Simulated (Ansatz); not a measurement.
Geometry optimisation, Ansatz, RKS PBE0-D4/def2-SVP.

Input file:

```yaml
crystal:
  periodic: [false, false, false]
  atoms:
    - { symbol: B, position_ang: [0.0, 0.0, 0.0] }
    - { symbol: Cl, position_ang: [0.0, 0.0, 2.21] }
    - { symbol: F, position_ang: [1.1431, 0.0, -0.66] }
    - { symbol: Cl, position_ang: [-1.6108, 0.0, -0.93] }
    - { symbol: H, position_ang: [-0.1908, -1.4011, 0.4698] }
    - { symbol: H, position_ang: [-0.1699, -1.2477, 1.3665] }
basis:
  gaussian: { orbitals: def2-SVP }
hamiltonian:
  xc: pbe0
  dispersion: d4
relax:
  f_tol: 0.15
  max_steps: 25
  restrain:
    - { distance: [0, 4], at: 2.39, k: 30.0 }
    - { distance: [5, 1], at: 2.57, k: 30.0 }
    - { distance: [0, 1], at: 1.86, k: 30.0 }
    - { distance: [5, 4], at: 0.66, k: 30.0 }
```

Run as:

```bash
$ ansatz run input.yaml --threads 1 --pin off --max-ram 2048MiB --backend cpu --events-out ev --progress --plain --runs-dir out
```

Task: Where does it end, and by what steps?

Result: The run converged. The restraints hold the end off the free minimum; the threshold counts their pulls, which the force column leaves out. Restrained pairs: B1–H5 (1.49 → 2.40 Å), Cl2–H6 (1.52 → 2.58 Å), B1–Cl2 (2.21 → 1.81 Å), H5–H6 (0.91 → 0.72 Å). After 6 steps the energy has fallen by 2.784 eV (the restraints' own energy left out); Cl2 moved furthest, 0.73 Å.

```json
{"step": "0", "energy less start (eV)": "0.0000", "largest force component (eV/Å)": "3.694", "accepted": "yes"}
{"step": "1", "energy less start (eV)": "-0.5922", "largest force component (eV/Å)": "2.201", "accepted": "yes"}
{"step": "2", "energy less start (eV)": "-1.1146", "largest force component (eV/Å)": "4.431", "accepted": "yes"}
{"step": "3", "energy less start (eV)": "-1.9913", "largest force component (eV/Å)": "3.099", "accepted": "yes"}
{"step": "4", "energy less start (eV)": "-2.7339", "largest force component (eV/Å)": "1.564", "accepted": "yes"}
{"step": "5", "energy less start (eV)": "-2.7850", "largest force component (eV/Å)": "1.641", "accepted": "yes"}
{"step": "6", "energy less start (eV)": "-2.7840", "largest force component (eV/Å)": "1.610", "accepted": "yes"}
```

```xyz
6
Properties=species:S:1:pos:R:3
B -0.048 0.261 0.121
Cl -0.020 0.659 1.890
F 1.083 0.008 -0.482
Cl -1.539 0.337 -0.774
H -0.165 -2.100 0.522
H -0.139 -1.815 1.180
```

Time of the run: 7.4 s on 1 thread of AMD EPYC 9R45 96-Core Processor (Zen 5), on a shared host, peak memory 0.16 GiB.
